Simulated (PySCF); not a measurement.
MoCl3H3, SMILES [Cl][MoH3]([Cl])[Cl], multiplicity 1. Heavy atoms are numbered as in [MoH3:1]([Cl:2])([Cl:3])[Cl:4]. Hydrogens are named by the atom that carries them.

Coordinates come from a PBE-D3(BJ)/def2-SVP optimisation. The spin state was assumed, not searched. The structure was generated by enumeration; whether it is a known compound was not checked. The def2 effective core potentials stand for the cores of Mo; spin–orbit coupling is left out.

Level of theory: ωB97X/def2-TZVP (PySCF).

Atomic charges (e), one atom of each kind:

```csv
atom,Löwdin,Mulliken
Mo1 (MoH3),-0.54,0.40
Cl2,0.09,-0.30
H on Mo1,0.09,0.17
```
